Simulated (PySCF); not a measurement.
This script is equivalent to a calculation on B⁺ (boron, charge +1).

```python
from pyscf import gto, scf, dft, mp, cc
import basis_set_exchange as bse
mol = gto.M(atom="B 0 0 0", charge=1, spin=0, symmetry="D2h",
            basis=gto.basis.parse(bse.get_basis("cc-pVDZ", elements=["B"], fmt="nwchem", header=False)))
mf = scf.UHF(mol)
mf.irrep_nelec = {'Ag': (2, 2)}
mf.kernel()
```

Problem. What total energy does it give?

Solution. -24.23456 hartree (calculated).

Problem. Which occupied shell lies highest, and where?

Solution. 2s, at -23.798 eV.
